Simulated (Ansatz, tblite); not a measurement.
Spin states of HfS₂⁻ (the lowest doublet isomer of a short search), each relaxed with PBE-D4/def2-TZVPD in Ansatz. Electronic energies in the gas phase.

In the def2 sets Hf takes a core potential; there is no spin–orbit coupling. The xTB rows come from tblite. B3LYP takes the VWN-RPA correlation. Correlated methods freeze 10 core orbitals; core or outer-core shells of Hf are correlated, in sets that lack core-valence functions. In CCSD on the charge -1 quartet the largest single amplitude is 0.31, so its Hartree–Fock determinant may place the open shell otherwise than the density functionals do. The structure comes from a short search, and lower isomers may exist.

Doublet geometry (C2v within 0.1 Å):

```xyz
3

Hf    0.0928   -0.1557   -0.7829
S    -1.9455    0.3425    0.1136
S     1.8527   -0.1868    0.6693
```

Quartet geometry (C2v within 0.1 Å):

```tsv
atom	x (Å)	y (Å)	z (Å)
Hf1	0.713	0.401	-0.570
S2	0.586	0.223	1.763
S3	-1.300	-0.624	-1.192
```

Run but left out: HF/def2-TZVPD, HF/def2-TZVPPD, MP2/def2-TZVPD, MP2/def2-TZVPPD (quartet: a determinant that CCSD turns far, T1 0.055).

Only these spin states were relaxed.

```
                level  quartet − doublet (kJ/mol)  lowest of these                     remarks
             GFN1-xTB                       313.9          doublet                           –
             GFN2-xTB                       131.3          doublet                           –
 revPBE-D4/def2-TZVPD                       200.9          doublet   HOMO above zero (quartet)
r2SCANh-D4/def2-TZVPD                       199.7          doublet   HOMO above zero (quartet)
  B3LYP-D4/def2-TZVPD                       210.6          doublet   HOMO above zero (quartet)
   PBE0-D4/def2-TZVPD                       210.7          doublet   HOMO above zero (quartet)
    B2PLYP/def2-TZVPD                       228.5          doublet                           –
  CCSD(T)/def2-TZVPPD                       226.6          doublet  large T1 (0.055) (quartet)
```

```json
{"state": "doublet", "donor atoms": "2", "mean metal–ligand distance (Å)": "2.282", "range (Å)": "2.28–2.28", "Mulliken spin on the metal (PBE0)": "1.14"}
{"state": "quartet", "donor atoms": "2", "mean metal–ligand distance (Å)": "2.343", "range (Å)": "2.34–2.34", "Mulliken spin on the metal (PBE0)": "2.04"}
```

⟨S²⟩ at PBE0-D4/def2-TZVPD: doublet 0.75 (pure 0.75), quartet 3.77 (pure 3.75).

The xTB methods have no spin-polarisation term.
